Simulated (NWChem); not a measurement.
System meant: GeH3O4, doublet; SMILES [O][Ge]([OH])([OH])[OH]

The following NWChem deck was run.

```
start job
memory heap 200 mb stack 900 mb global 1100 mb
geometry units angstroms noautoz
  O     -0.182775     1.073220     1.473626
  Ge    -0.014381     0.025558     0.035018
  O      0.165067     1.166420    -1.290306
  O      1.372566    -1.042295     0.012357
  O     -1.428883    -1.001725    -0.014620
  H     -0.534941     1.829530    -1.312580
  H      2.205360    -0.582409    -0.143040
  H     -1.204972    -1.899734    -0.287518
end
basis spherical
  O library def2-svp
  Ge library def2-svp
  H library def2-svp
end
dft
  odft
  mult 2
  xc pbe0
  iterations 4
  mulliken
end
task dft energy
```

End of the output:

```
     --------------------------
     Expectation value of S2:
     --------------------------
      <S2> =      0.7528 (Exact =     0.7500)

 center of mass
 --------------
 x =  -0.02011722 y =   0.00833453 z =   0.01962220

 moments of inertia (a.u.)
 ------------------
         501.323300549573          -0.000000000000          -0.000000000000
          -0.000000000000         477.036352533814          -0.000000000000
          -0.000000000000          -0.000000000000         553.526078373592

     Multipole analysis of the density
     ---------------------------------

     L   x y z        total         alpha         beta         nuclear
     -   - - -        -----         -----         ----         -------
     0   0 0 0     -0.000000    -34.000000    -33.000000     67.000000

     1   1 0 0      0.493809      1.074092     -0.580283     -0.000000
     1   0 1 0     -0.009948     -0.918214      0.908266      0.000000
     1   0 0 1     -0.333442     -1.203420      0.869978      0.000000

     2   2 0 0    -29.914931    -87.119633    -83.537145    140.741846
     2   1 1 0      0.232268      0.804283     -1.792395      1.220380
     2   1 0 1      2.517049      1.116736     -2.989533      4.389845
     2   0 2 0    -26.213970    -94.088815    -89.849862    157.724707
     2   0 1 1     -0.900772     -1.110103      2.473339     -2.264008
     2   0 0 2    -29.184262    -73.731753    -68.130524    112.678015

 ------------------------------------------------------------------------
 dft energy failed                                                                                  0
 ------------------------------------------------------------------------
 ------------------------------------------------------------------------
  current input line :
    25: task dft energy
 ------------------------------------------------------------------------
 ------------------------------------------------------------------------
 This type of error is most commonly associated with calculations not reaching convergence criteria
 ------------------------------------------------------------------------
 For more information see the NWChem manual at https://nwchemgit.github.io

0:dft energy failed:Received an Error in Communication
```

Q: Find the fault in this run and fix the input.

A: Convergence was not reached. Cause: the SCF was allowed too few iterations. This input runs:
```
start job
memory heap 200 mb stack 900 mb global 1100 mb
geometry units angstroms noautoz
  O     -0.182775     1.073220     1.473626
  Ge    -0.014381     0.025558     0.035018
  O      0.165067     1.166420    -1.290306
  O      1.372566    -1.042295     0.012357
  O     -1.428883    -1.001725    -0.014620
  H     -0.534941     1.829530    -1.312580
  H      2.205360    -0.582409    -0.143040
  H     -1.204972    -1.899734    -0.287518
end
basis spherical
  O library def2-svp
  Ge library def2-svp
  H library def2-svp
end
dft
  odft
  mult 2
  xc pbe0
  iterations 150
  mulliken
end
task dft energy
```
It converges to -2378.64018 Ha (PBE0/def2-SVP, spin-unrestricted).
